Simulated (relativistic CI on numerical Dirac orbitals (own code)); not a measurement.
# Ru³⁶⁺: computed level list

Method of calculation: Dirac-Coulomb-Breit CI, orbitals from a KLI potential per configuration, model QED (radiative potential, 1s self-energy scaled to tabulated hydrogen-like ionisation energies), unscaled Slater integrals (own radial code, finite nucleus).

Configurations in the expansion (outside the closed core 1s2): 2s2.2p4, 2s.2p5, 2p6, 2p5.3s, 2p5.3p, 2p5.3d, 2s2.2p3.3s, 2s2.2p3.3p, 2s2.2p3.3d, 2s.2p4.3s, 2s.2p4.3p, 2s.2p4.3d, 2s2.2p3.4s, 2s2.2p3.4p, 2s2.2p3.4d, 2s2.2p3.4f. Levels of other configurations are missing.

The lowest level is 2s2.2p4 3P_2, with 74 % of that term; Hund's rules for 2s2.2p4 give 3P with J = 2, in agreement.

| No. | Configuration | Term | J | E (eV) | % | Landé g |
| --- | --- | --- | --- | --- | --- | --- |
| 1 | 2s2.2p4 | 3P | 2 | 0.00 | 74 | 1.357 |
| 2 | 2s2.2p4 | 1S | 0 | 27.77 | 57 |  |
| 3 | 2s2.2p4 | 3P | 1 | 132.28 | 100 | 1.490 |
| 4 | 2s2.2p4 | 1D | 2 | 147.02 | 74 | 1.120 |
| 5 | 2s2.2p4 | 3P | 0 | 289.77 | 57 |  |
| 6 | 2s.2p5 | 3P° | 2 | 332.55 | 100 | 1.488 |
| 7 | 2s.2p5 | 3P° | 1 | 370.46 | 59 | 1.283 |
| 8 | 2s.2p5 | 3P° | 0 | 471.03 | 100 |  |
| 9 | 2s.2p5 | 1P° | 1 | 501.65 | 59 | 1.192 |
| 10 | 2p6 | 1S | 0 | 734.45 | 99 |  |
| 11 | 2p3(2P°).3s | 3P° | 2 | 2840.91 | 42 | 1.578 |
| 12 | 2p3(4S°).3s | 3S° | 1 | 2846.85 | 31 | 1.245 |
| 13 | 2p3(2P°).3p | 3P | 1 | 2898.74 | 28 | 1.565 |
| 14 | 2s2.2p3.3p | 3P | 2 | 2900.42 | 24 | 1.265 |
| 15 | 2p3(2P°).3p | 3D | 3 | 2937.14 | 43 | 1.383 |
| 16 | 2p3(4S°).3p | 3P | 1 | 2937.51 | 38 | 1.434 |
| 17 | 2p3(2P°).3p | 3P | 2 | 2951.36 | 38 | 1.329 |
| 18 | 2p3(4S°).3s | 5S° | 2 | 2963.31 | 50 | 1.560 |
| 19 | 2p3(4S°).3p | 3P | 0 | 2964.41 | 79 |  |
| 20 | 2p3(4S°).3s | 3S° | 1 | 2969.52 | 53 | 1.286 |
| 21 | 2p3(2D°).3s | 3D° | 3 | 2980.62 | 99 | 1.322 |
| 22 | 2p3(2D°).3s | 1D° | 2 | 2985.33 | 66 | 1.047 |
| 23 | 2p3(2P°).3d | 3D° | 2 | 3002.74 | 33 | 1.052 |
| 24 | 2p3(2P°).3s | 3P° | 0 | 3003.06 | 96 |  |
| 25 | 2p3(2P°).3s | 3P° | 1 | 3005.10 | 66 | 1.324 |
| 26 | 2p3(2P°).3d | 3F° | 3 | 3006.14 | 26 | 1.185 |
| 27 | 2p3(4S°).3d | 5D° | 1 | 3008.21 | 35 | 1.196 |
| 28 | 2p3(2P°).3d | 3P° | 0 | 3008.67 | 51 |  |
| 29 | 2p3(2P°).3d | 3F° | 4 | 3014.27 | 44 | 1.287 |
| 30 | 2p3(4S°).3p | 5P | 1 | 3020.11 | 41 | 1.611 |
| 31 | 2p3(4S°).3d | 3D° | 2 | 3020.64 | 35 | 1.278 |
| 32 | 2p3(2D°).3p | 3F | 2 | 3026.44 | 33 | 1.204 |
| 33 | 2p3(2P°).3d | 3D° | 3 | 3031.64 | 40 | 1.168 |
| 34 | 2p3(4S°).3d | 3D° | 1 | 3035.47 | 46 | 0.957 |
| 35 | 2p3(2D°).3p | 3F | 3 | 3039.30 | 44 | 1.116 |
| 36 | 2p3(2D°).3p | 3P | 2 | 3057.02 | 62 | 1.402 |
| 37 | 2p3(2P°).3p | 3D | 1 | 3057.94 | 66 | 0.715 |
| 38 | 2p3(4S°).3p | 5P | 3 | 3058.69 | 48 | 1.371 |
| 39 | 2p3(2D°).3p | 3D | 2 | 3059.64 | 40 | 1.343 |
| 40 | 2p3(2D°).3p | 3P | 0 | 3060.30 | 96 |  |
| 41 | 2p3(2D°).3p | 1P | 1 | 3073.42 | 40 | 0.949 |
| 42 | 2p3(2D°).3p | 3D | 3 | 3075.72 | 64 | 1.213 |
| 43 | 2p3(2D°).3p | 3F | 4 | 3077.17 | 100 | 1.241 |
| 44 | 2p3(2P°).3p | 3P | 0 | 3085.14 | 65 |  |
| 45 | 2p3(2D°).3p | 3P | 1 | 3089.13 | 73 | 1.413 |

Energies count from the lowest computed level; ° marks odd parity. Percentages are summed over parent terms; the parents shown are those of the largest component, closed shells are left out there.

The mean weight of the leading LS term, summed over parents, in these 45 levels is 58 %, and that of the leading jj configuration (from the same eigenvectors) 95 %, so jj coupling describes them better and the LS labels are nominal.

At this charge energies of transitions that change n are usually good to better than 1 %, and those within a shell (Δn = 0) to a few per cent.

LS names give the leading component of a level, which can be under half, so a name can repeat, a term be missing and a line seem to break the LS rules.
